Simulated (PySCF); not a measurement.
SiHCl, SMILES Cl[SiH] (connectivity only; charge and spin as stated), neutral, multiplicity 1.

Geometry: r2SCAN-D4/def2-TZVP. The isomer is the one that the SMILES or the coordinates give; other isomers of the formula were not compared.

All values below come from M06-2X/def2-TZVPD (PySCF).

Isolated molecule, no solvent.

```yaml
total_energy: -750.26818 hartree
point_group: Cs
highest_occupied_level: -8.05 eV
lowest_empty_level: -2.10 eV
orbital_gap: 5.95 eV
dipole_moment: 1.19 D
quadrupole, principal values (traceless, Buckingham form, about the centre of nuclear charge): -3.46, 0.28, 3.18 D·Å
mean_static_polarisability: 46.1 bohr³ (6.82 Å³)
polarisability_principal_values: 38.3, 43.6, 56.3 bohr³
```
